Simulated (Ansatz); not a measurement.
ZnO₂H₂⁺. The state is a doublet with charge 1. Geometry PBE-D4/def2-TZVP, that of the neutral singlet; atoms count from 1.

```xyz
5

Zn   -0.0601   -0.0768   -0.1511
O     1.2196    0.6581   -1.1455
O    -1.4086   -0.8922    0.6757
H     2.0878    0.6296   -0.7105
H    -1.8387   -0.3186    1.3314
```

The structure comes from a short search, and lower isomers may exist.

(1) Estimate the Mulliken populations from the PBE0/def2-TZVP orbitals of Ansatz.

(2) Where does the spin sit?

(3) And the Mayer bond orders between bonded heavy atoms (over 0.3)?

Results:

(1) 
| atom | charge (e) | spin (α − β) | d electrons |
| --- | --- | --- | --- |
| Zn1 | 0.83 | -0.04 | 10.04 |
| O2 | -0.31 | 0.53 | – |
| O3 | -0.31 | 0.53 | – |
| H4 | 0.39 | -0.01 | – |
| H5 | 0.39 | -0.01 | – |
Mulliken values and Mayer orders depend strongly on the basis.

(2) Summed by element: Zn -0.04, O 1.06, H -0.02, of 1 unpaired in all. Largest on single atoms: O3 0.53, O2 0.53, Zn1 -0.04.

(3) Zn1–O2 0.90 (1.78 Å); Zn1–O3 0.90 (1.78 Å). Values over 0.3 also appear between atoms too far apart for a bond (O2–O3 0.41 at 3.55 Å); they arise where an orbital or an unpaired electron spreads over both atoms.
